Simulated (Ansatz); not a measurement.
Species: GeCl3, charge 0, multiplicity 2. It need not be the lowest isomer of its formula. SMILES: [Cl][Ge]([Cl])[Cl]
Geometry: optimised at B3LYP-D3(BJ)/def2-TZVP (Ansatz, an electronic-structure program).

Wanted: vertical ionisation energy (to the singlet state of charge +1; each state is the SCF solution reached for its spin; the molecule has degenerate orbitals, so one determinant may break the symmetry), in eV. Valence correlation only, unless marked. UHF or UKS for open shells. Spin-orbit coupling is left out. Frozen are the shells of the preceding noble gas and the d and f shells that filled before the atom's block. Non-relativistic. Basis-set limits of correlation are two-point, X^-3; Hartree-Fock from the larger set. [CCSD(T)-MP2]/basis is that difference in the basis named.

```
level              program  vertical ionisation energy (eV)
-----------------  -------  -------------------------------
HF/def2-SVPD        Ansatz                             9.81
HF/def2-TZVPPD      Ansatz                             9.66
HF/def2-QZVPPD      Ansatz                             9.64
SVWN5/def2-TZVPD    Ansatz                             9.55
PBE/def2-TZVPD      Ansatz                             9.42
r2SCAN/def2-TZVPD   Ansatz                             9.71
B3LYP/def2-TZVPD    Ansatz                             9.67
```

### Question
What does RI-MP2/CBS(def2-TZVPPD,def2-QZVPPD)+[CCSD(T)-MP2]/def2-TZVPPD (Ansatz) give?

### Answer
9.60 eV, so B3LYP/def2-TZVPD differs from it by 0.07 eV.
